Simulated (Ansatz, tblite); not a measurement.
Removing and adding an electron: the cluster SiAu2 (the lowest singlet isomer of a short search). The state is a singlet with charge 0. Geometry: PBE-D4/def2-TZVP. Ansatz, gas phase; energy differences of separate SCF runs; the oxidised species was run as a doublet alone; the reduced species was run as a doublet alone.

```tsv
atom	x (Å)	y (Å)	z (Å)
Au1	0.924	1.426	0.363
Au2	-1.134	-0.721	-1.102
Si3	0.210	-0.706	0.739
```

In the def2 sets Au takes a core potential; there is no spin–orbit coupling. The xTB rows come from tblite. The structure comes from a short search, and lower isomers may exist.

```json
{"level": "GFN1-xTB", "−HOMO (eV)": "9.55", "vertical IE (eV)": "12.53", "−LUMO (eV)": "8.51", "vertical EA (eV)": "–", "HOMO–LUMO gap (eV)": "1.04", "remarks": "–"}
{"level": "GFN2-xTB", "−HOMO (eV)": "7.74", "vertical IE (eV)": "11.21", "−LUMO (eV)": "5.65", "vertical EA (eV)": "–", "HOMO–LUMO gap (eV)": "2.09", "remarks": "–"}
{"level": "PBE-D4/def2-TZVP", "−HOMO (eV)": "5.89", "vertical IE (eV)": "8.45", "−LUMO (eV)": "4.02", "vertical EA (eV)": "–", "HOMO–LUMO gap (eV)": "1.87", "remarks": "–"}
{"level": "PBE-D4/def2-TZVPD", "−HOMO (eV)": "5.89", "vertical IE (eV)": "–", "−LUMO (eV)": "4.04", "vertical EA (eV)": "1.68", "HOMO–LUMO gap (eV)": "1.85", "remarks": "HOMO above zero (-1 doublet)"}
{"level": "r2SCAN-D4/def2-TZVP", "−HOMO (eV)": "5.97", "vertical IE (eV)": "8.35", "−LUMO (eV)": "3.89", "vertical EA (eV)": "–", "HOMO–LUMO gap (eV)": "2.08", "remarks": "–"}
{"level": "r2SCAN-D4/def2-TZVPD", "−HOMO (eV)": "5.96", "vertical IE (eV)": "–", "−LUMO (eV)": "3.91", "vertical EA (eV)": "1.75", "HOMO–LUMO gap (eV)": "2.05", "remarks": "HOMO above zero (-1 doublet)"}
{"level": "PBE0-D4/def2-TZVP", "−HOMO (eV)": "6.50", "vertical IE (eV)": "8.25", "−LUMO (eV)": "3.18", "vertical EA (eV)": "–", "HOMO–LUMO gap (eV)": "3.32", "remarks": "–"}
{"level": "PBE0-D4/def2-TZVPD", "−HOMO (eV)": "6.49", "vertical IE (eV)": "–", "−LUMO (eV)": "3.19", "vertical EA (eV)": "1.67", "HOMO–LUMO gap (eV)": "3.30", "remarks": "–"}
```

   A HOMO above zero means that the electron is unbound at that level or that self-interaction error raises the level; the energy of removing that electron tells which. Raw xTB energy differences between charge states are shifted by several eV; the methods need an empirical correction for them.
